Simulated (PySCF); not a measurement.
Compound: C8H7F.
Atom-mapped SMILES: `[CH2:1]=[CH:2][c:3]1[cH:4][cH:5][c:6]([F:7])[cH:8][cH:9]1` (hydrogens: H10, H11 on C1; H12 on C2; H13 on C4; H14 on C5; H15 on C8; H16 on C9)

The calculation used PBE0-D3(BJ)/def2-TZVP geometry optimisation, gas phase (PySCF).

Task: Give the optimised bond lengths and angles.

Result: 
```json
{"bond": "C1=C2", "length (Å)": "1.330", "order": "double"}
{"bond": "C2–C3", "length (Å)": "1.463", "order": "single"}
{"bond": "C3–C4, C3–C9", "length (Å)": "1.396", "order": "aromatic"}
{"bond": "C4–C5, C8–C9", "length (Å)": "1.384", "order": "aromatic"}
{"bond": "C5–C6, C6–C8", "length (Å)": "1.381", "order": "aromatic"}
{"bond": "C6–F7", "length (Å)": "1.338", "order": "single"}
{"bond": "C1–H10", "length (Å)": "1.082", "order": "single"}
{"bond": "C1–H11", "length (Å)": "1.084", "order": "single"}
{"bond": "C2–H12", "length (Å)": "1.088", "order": "single"}
{"bond": "C4–H13, C9–H16", "length (Å)": "1.084", "order": "single"}
{"bond": "C5–H14, C8–H15", "length (Å)": "1.083", "order": "single"}
```

Bonds in one row agree within 0.01 Å and their mean is given. Orders are formal, as drawn. A selection of angles:
```json
{"angle": "C2–C1–H10", "degrees": "120.7"}
{"angle": "C2–C1–H11", "degrees": "122.6"}
{"angle": "H10–C1–H11", "degrees": "116.7"}
{"angle": "C1–C2–C3", "degrees": "127.2"}
{"angle": "C1–C2–H12", "degrees": "118.2"}
{"angle": "C3–C2–H12", "degrees": "114.6"}
{"angle": "C2–C3–C4", "degrees": "119.1"}
{"angle": "C2–C3–C9", "degrees": "123.0"}
{"angle": "C4–C3–C9", "degrees": "117.9"}
{"angle": "C3–C4–C5", "degrees": "121.6"}
{"angle": "C3–C4–H13", "degrees": "119.1"}
{"angle": "C5–C4–H13", "degrees": "119.3"}
{"angle": "C4–C5–C6", "degrees": "118.6"}
{"angle": "C4–C5–H14", "degrees": "121.7"}
{"angle": "C6–C5–H14", "degrees": "119.8"}
{"angle": "C5–C6–F7", "degrees": "119.3"}
{"angle": "C5–C6–C8", "degrees": "121.8"}
```

Torsions: C1–C2–C3–C4 172° (antiperiplanar). The mirror-image conformer, all signs reversed, is as good.

The C–C distances run from 1.330 Å (C1=C2, drawn double) to 1.463 Å (C2–C3, drawn single), a spread of 0.133 Å. The 6-membered ring C3–C4–C5–C6–C8–C9 has internal angles of 117.9° to 121.8°; it is planar, 0.00 Å rms from its mean plane, widest ring torsion 1°. Of the pairs four or more bonds apart, H11···H16 is among the closest relative to their van der Waals radii: 2.18 Å, 91 % of the sum of Bondi's values.

Point group: near Cs, missed by 0.36 Å at most; the miss may be what the optimiser left on a soft mode. Stationary, but not proved a minimum. The numbers are those of one conformer.

On an Intel Xeon at 2.50 GHz with 2 threads, shared host, this took 11 min wall, 21 min CPU and 2.1 GiB of memory at its peak. That covers the optimisation of the geometry.
